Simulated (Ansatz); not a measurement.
ClGeH₅OSi, SMILES `[SiH3][O][GeH2][Cl]`. Total charge 0; spin multiplicity 1. Correlated methods include outer-core shells of Ge, which these sets cover unevenly. Scalar relativity is left out up to krypton.

Cartesian coordinates in Å:
```
Si 0.730 0.443 -1.303
O 0.194 -0.702 -0.253
Ge -0.613 -0.667 1.307
Cl -2.087 0.897 1.254
H -0.394 0.998 -2.098
H 1.397 1.554 -0.571
H 1.706 -0.211 -2.209
H -1.330 -2.006 1.474
H 0.398 -0.306 2.400
```

Give the diagnostics of a CCSD(T)/def2-TZVPP run (frozen core, the Gaussian-basis code of Ansatz). (An estimate is asked.)

The calculation gave: T1 = 0.0110, largest single amplitude 0.018, largest double 0.023, (T) share of the correlation energy 3.5 %, 8 CCSD cycles. The RHF solution is stable towards an unrestricted one. T1 lies under the customary mark of 0.02 for closed shells.
